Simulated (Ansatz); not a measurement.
Basis-set series for H4Se2Sn, SMILES `[SeH][SnH2][SeH]`. Charge 0, multiplicity 1. Sn: def2 effective core potential. The geometry is a stationary point of PBE0-D4/def2-TZVP. It is one conformer, not always the lowest.

```csv
atom,x (Å),y (Å),z (Å)
Se1,-0.416,0.481,2.187
Sn2,0.622,-0.383,0.047
Se3,-1.100,-1.182,-1.627
H4,-0.723,1.775,1.565
H5,1.539,0.869,-0.657
H6,1.532,-1.755,0.474
H7,-1.455,0.196,-1.988
```

```tsv
functional	basis	functions	energy (Eh)	HOMO (eV)	LUMO (eV)
PBE0-D4	def2-SVP	110	-5018.70094	-6.82	-1.10
PBE0-D4	def2-QZVPP	380	-5019.40555	-6.97	-1.36
ωB97M-V	def2-SVP	110	-5018.92778	-8.90	0.82
ωB97M-V	def2-QZVPP	380	-5019.62884	-9.07	0.35
```

Q: Give the rows for def2-TZVPP. (An estimate is asked.)

A: Ansatz gave: 
| functional | basis | functions | energy (Eh) | HOMO (eV) | LUMO (eV) |
| --- | --- | --- | --- | --- | --- |
| PBE0-D4 | def2-TZVPP | 202 | -5019.30203 | -6.95 | -1.32 |
| ωB97M-V | def2-TZVPP | 202 | -5019.52841 | -9.05 | 0.46 |

Positive LUMOs are unbound and depend on the basis. Scalar relativity is left out up to krypton.
